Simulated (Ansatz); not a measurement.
A structure relaxed at PBE0-D4/def2-TZVP, charge 0, multiplicity 2:

```csv
atom,x (Å),y (Å),z (Å)
C1,-0.0153,-1.1091,1.1531
O2,-0.9682,-0.4441,0.3530
Sn3,-0.4699,0.3256,-1.3914
O4,1.2392,1.2558,-1.0829
F5,-1.7447,1.7449,-1.6688
H6,0.9361,-0.5696,1.2140
H7,-0.4371,-1.1778,2.1601
H8,0.1756,-2.1291,0.8004
H9,1.2842,2.1033,-1.5375
```

(1) Give its formula and SMILES.

(2) Summarise the bond lengths by kind.

Results:

(1) CH4FO2Sn, `C[O][Sn]([OH])[F]`.

(2) 1 × C–O 1.411 Å; 3 × C–H 1.094 to 1.096 Å; 2 × O–Sn 1.970 to 1.971 Å; 1 × F–Sn 1.928 Å; 1 × H–O 0.963 Å.

Computed with Ansatz.
